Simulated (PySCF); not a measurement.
**Basis-set dependence of TlH at CCSD(T)**

PySCF, RHF reference; singlet, unpaired electrons none; De to Tl + H without counterpoise correction. Frozen cores follow the default of each basis and core potential.

```csv
basis,relativity,functions,Re (Å),ωe (cm⁻¹),De (eV),frozen orbitals
cc-pVDZ-PP/cc-pVDZ,scalar-relativistic core potentials,28,1.901,1376,2.39,4
def2-SVP,scalar-relativistic core potentials,31,1.905,1366,2.37,4
def2-SVPD,scalar-relativistic core potentials,40,1.912,1333,2.47,4
aug-cc-pVDZ-PP/aug-cc-pVDZ,scalar-relativistic core potentials,41,1.911,1329,2.51,4
def2-TZVPP,scalar-relativistic core potentials,64,1.900,1380,2.56,4
```

Task: How does each smaller set differ from the one with most functions, def2-TZVPP?

Result: cc-pVDZ-PP/cc-pVDZ: +0.1 pm, -0.3 % in ωe, -0.17 eV in De; def2-SVP: +0.5 pm, -1.0 % in ωe, -0.19 eV in De; def2-SVPD: +1.2 pm, -3.4 % in ωe, -0.09 eV in De; aug-cc-pVDZ-PP/aug-cc-pVDZ: +1.1 pm, -3.7 % in ωe, -0.05 eV in De. All at CCSD(T); the set with most functions is neither the basis-set limit nor always the best.

Correlated steps freeze 4 core orbitals. Correlated levels converge slowly with the basis: in double zeta they bind strong bonds too weakly, by up to about 1 eV, and carry superposition errors of some tenths. These are scalar-relativistic numbers at best; spin–orbit coupling would shift them, the dissociation energy most. Where the molecule has an RHF reference, its open-shell atoms are computed with UHF.
